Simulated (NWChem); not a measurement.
System: CH3CdClO; SMILES [Cl][Cd][O]C

Excerpt of the output:

```
             Northwest Computational Chemistry Package (NWChem) 7.3.0
             --------------------------------------------------------

 CS  symmetry detected

                             Geometry "geometry" -> ""
                             -------------------------

 Output coordinates in angstroms (scale by  1.889725989 to convert to a.u.)

  No.       Tag          Charge          X              Y              Z
 ---- ---------------- ---------- -------------- -------------- --------------
    1 Cd                  48.0000     0.09502661    -0.04945547     0.00000000
    2 Cl                  17.0000    -0.14864926    -2.31308539     0.00000000
    3 O                    8.0000     0.45675667     1.88237077     0.00000000
    4 C                    6.0000    -0.53896960     2.85580026     0.00000000
    5 H                    1.0000    -1.19828614     2.82536065     0.89203100
    6 H                    1.0000    -0.05790327     3.85182520     0.00000000
    7 H                    1.0000    -1.19828614     2.82536065    -0.89203100

 Effective nuclear repulsion energy (a.u.)     432.3821514095

      Symmetry information
      --------------------

 Group name             Cs
 Group number              2
 Group order               2
 No. of unique centers     6

                                 NWChem DFT Module
                                 -----------------

 Summary of "ao basis" -> "ao basis" (spherical)
 ------------------------------------------------------------------------------
       Tag                 Description            Shells   Functions and Types
 ---------------- ------------------------------  ------  ---------------------
 Cd                         def2-svp                11       31   5s3p2d1f
 Cl                         def2-svp                 8       18   4s3p1d
 O                          def2-svp                 6       14   3s2p1d
 C                          def2-svp                 6       14   3s2p1d
 H                          def2-svp                 3        5   2s1p

      Symmetry analysis of basis
      --------------------------

        a'         63
        a"         29

            General Information
            -------------------
          SCF calculation type: DFT
          Wavefunction type:  closed shell.
          No. of atoms     :     7
          No. of electrons :    54
           Alpha electrons :    27
            Beta electrons :    27
          Charge           :     0
          Spin multiplicity:     1
          Use of symmetry is: on ; symmetry adaption is: on
          Maximum number of iterations: 150
          AO basis - number of functions:    92
                     number of shells:    40
          Convergence on energy requested:  1.00D-06
          Convergence on density requested:  1.00D-05
          Convergence on gradient requested:  5.00D-04

              XC Information
              --------------
                         PBE0 Method XC Functional
                     Hartree-Fock (Exact) Exchange  0.250
          PerdewBurkeErnzerhof Exchange Functional  0.750
            Perdew 1991 LDA Correlation Functional  1.000 local
           PerdewBurkeErnz. Correlation Functional  1.000 non-local

             Grid Information
             ----------------
          Grid used for XC integration:  medium
          Radial quadrature: Mura-Knowles
          Angular quadrature: Lebedev.
          Tag              B.-S. Rad. Rad. Pts. Rad. Cut. Ang. Pts.
          ---              ---------- --------- --------- ---------
          Cd                  1.55      123          11.0       590
          Cl                  1.00       88          14.0       590
          O                   0.60       49          11.0       434
          C                   0.70       49          12.0       434
          H                   0.35       45          13.0       434
          Grid pruning is: on
          Number of quadrature shells:   399
          Spatial weights used:  Erf1

      Superposition of Atomic Density Guess
      -------------------------------------

 Sum of atomic energies:        -765.11100664

      Non-variational initial energy
      ------------------------------

 Total energy =    -740.973899
 1-e energy   =   -1523.068111
 2-e energy   =     563.397616
 HOMO         =      -0.359159
 LUMO         =      -0.081965

      Symmetry analysis of molecular orbitals - initial
      -------------------------------------------------

  Numbering of irreducible representations:

     1 a'          2 a"

  Orbital symmetries:

     1 a'          2 a'          3 a'          4 a'          5 a'
     6 a'          7 a"          8 a'          9 a'         10 a'
    11 a"         12 a'         13 a'         14 a'         15 a'
    16 a'         17 a"         18 a"         19 a'         20 a'
    21 a"         22 a'         23 a'         24 a"         25 a'
    26 a'         27 a"         28 a'         29 a'         30 a"
    31 a'         32 a'         33 a'         34 a"         35 a'
    36 a'         37 a'

   convergence    iter        energy       DeltaE   RMS-Dens  Diis-err
 ---------------- ----- ----------------- --------- --------- ---------
 d= 0,ls=0.0,diis     1   -742.4837088434 -9.61D+02  2.04D-02  6.91D-01
 d= 0,ls=0.0,diis     2   -742.3048466768  1.79D-01  1.25D-02  2.51D+00
 d= 0,ls=0.0,diis     3   -742.5655220827 -2.61D-01  3.07D-03  5.94D-02
 d= 0,ls=0.0,diis     4   -742.5712545621 -5.73D-03  1.18D-03  1.34D-02
 d= 0,ls=0.0,diis     5   -742.5731281032 -1.87D-03  1.27D-04  2.41D-04
  Resetting Diis
 d= 0,ls=0.0,diis     6   -742.5731507451 -2.26D-05  4.37D-05  1.77D-05
 d= 0,ls=0.0,diis     7   -742.5731524570 -1.71D-06  1.75D-05  1.27D-06
 d= 0,ls=0.0,diis     8   -742.5731524261  3.09D-08  1.06D-05  1.55D-06
 d= 0,ls=0.0,diis     9   -742.5731526152 -1.89D-07  1.84D-06  4.79D-08

[...]
```

Level: PBE0/def2-SVP with def2 effective core potentials on Cd, vertical spin-unrestricted ions. All runs use the structure optimised with PBE0/def2-SVP. Not confirmed as a minimum by frequencies. def2 effective core potentials on Cd; no spin-orbit coupling.

Q: Reconstruct the input file.

A: One answer among several that fit: the input that was run:
```
start job
memory heap 200 mb stack 900 mb global 1100 mb
geometry units angstroms noautoz
  Cd    -0.074800    -0.520649     0.000000
  Cl     0.597719    -2.695762     0.000000
  O     -0.507536     1.396521     0.000000
  C     -1.807312     1.896139     0.000000
  H     -2.400692     1.607132     0.892031
  H     -1.759936     3.001239     0.000000
  H     -2.400692     1.607132    -0.892031
end
basis spherical
  * library def2-svp
end
ecp
  Cd library def2-ecp
end
dft
  xc pbe0
  iterations 150
  vectors input atomic output neutral.movecs
end
task dft energy
charge 1
dft
  odft
  mult 2
  vectors input atomic output cation.movecs
end
task dft energy
```
